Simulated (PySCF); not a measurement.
```xyz
4
charge 0 multiplicity 4, angstrom
Co   -0.0577    0.0096    0.0000
O     1.4879   -0.2486    0.0000
F    -0.5393    0.0901   -1.6332
F    -0.5393    0.0901    1.6332
```

Method: PySCF, UPBE0, basis Co def2-TZVP, O def2-TZVP, F def2-TZVP (no relativity, density fitting).

This geometry of CoOF2 is a stationary point at this level.

**Question.** What is the point group?

**Answer.** C2v.

**Question.** Is it a minimum?

**Answer.** Yes: all harmonic wavenumbers are real.

**Question.** What are the dipole moment and the gap between the highest occupied and lowest empty levels of either spin?

**Answer.** 0.51 D and 4.72 eV.

**Question.** Give the ideal-gas entropy at 298.15 K and 1 bar by parts.

**Answer.** translation 167.8, rotation 98.9, vibration 28.9, spin 11.5; total 307.1 J/(mol K).

**Question.** What is the atomisation energy, with and without zero-point energy?

**Answer.** 1084 kJ/mol without, 1066 kJ/mol with.

This need not be the most stable arrangement of these atoms. With open d or f shells other occupations or spin states may lie lower.
